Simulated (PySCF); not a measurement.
P²⁺ (phosphorus, charge +2) across methods

[Ne] 3s1 3p2, high-spin 4P determinant (an excited configuration). All numbers are calculated (PySCF 2.14, the non-relativistic Hamiltonian (point nucleus), in def2-TZVPPD (6s5p4d1f, 48 functions)).

```tsv
method	E (hartree)	mean ε 2p β (eV)	mean ε 3s α (eV)	mean ε 3p α (eV)	Σ⟨r²⟩ (bohr²)	⟨S²⟩
PBE0	-339.7731	-154.43	-37.893	-27.604	14.46	3.750
r2SCAN	-339.8884	-150.81	-36.517	-26.532	14.42	3.750
LDA	-338.6143	-148.49	-35.757	-26.037	14.49	3.750
PBE	-339.7371	-148.49	-35.813	-26.129	14.47	3.750
UHF	-339.44264	-170.96	-43.582	-31.536	14.57	3.750
r2SCAN0	-339.8864	-156.09	-38.360	-27.860	14.43	3.750
TPSSh	-339.9163	-151.38	-36.838	-26.801	14.44	3.750
B97-3	-339.8552	-155.01	-37.860	-27.516	14.45	3.750
```

**Question.** Estimate the same row for B3LYP.

**Answer.** E (hartree) = -339.9111; mean ε 2p β (eV) = -153.46; mean ε 3s α (eV) = -37.323; mean ε 3p α (eV) = -27.150; Σ⟨r²⟩ (bohr²) = 14.44; ⟨S²⟩ = 3.750.
